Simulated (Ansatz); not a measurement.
C₂H₈ClGaS, SMILES `[CH3][Ga-]([CH3])([SH2+])[Cl]`. Charge 0, multiplicity 1. Geometry: relaxed with PBE0-D4/def2-TZVP. It is one conformer, not always the lowest.

```xyz
13

C    -0.199   -1.356   -1.355
Ga    0.677   -0.129   -0.090
C     0.490   -0.027    1.867
S    -0.729    2.081   -0.698
Cl    2.592    0.658   -0.825
H    -1.251   -1.516   -1.105
H    -0.128   -0.976   -2.376
H     0.303   -2.326   -1.329
H     1.089   -0.815    2.332
H    -0.546   -0.163    2.184
H     0.858    0.930    2.242
H    -1.754    1.463   -1.310
H    -1.401    2.176    0.462
```

(1) What is the dipole moment at PBE/def2-TZVPP? (Best estimate.)

(2) And with r2SCAN, B3LYP, ωB97M-V? (Best estimate.)

(3) Give the Mulliken charges with PBE, ωB97M-V, B3LYP in def2-TZVPP. (Estimate.)

Answers

(1) Computed: 4.76 D, with components (-4.66, 0.63, 0.72) D in this frame, pointing from negative to positive charge.

(2) Ansatz gave: r2SCAN 4.90 D, B3LYP 4.82 D, ωB97M-V 4.80 D.

(3) The calculation gave: 
| atom | PBE | ωB97M-V | B3LYP |
| --- | --- | --- | --- |
| C1 | -0.40 | -0.50 | -0.41 |
| Ga2 | 0.38 | 0.45 | 0.47 |
| C3 | -0.40 | -0.50 | -0.41 |
| S4 | -0.11 | -0.11 | -0.11 |
| Cl5 | -0.35 | -0.34 | -0.37 |
| H6 | 0.09 | 0.11 | 0.08 |
| H7 | 0.10 | 0.12 | 0.10 |
| H8 | 0.10 | 0.12 | 0.10 |
| H9 | 0.10 | 0.12 | 0.10 |
| H10 | 0.09 | 0.11 | 0.08 |
| H11 | 0.10 | 0.12 | 0.10 |
| H12 | 0.14 | 0.15 | 0.13 |
| H13 | 0.14 | 0.15 | 0.13 |

B3LYP here is the variant with VWN-RPA as its local correlation; programs differ in this.
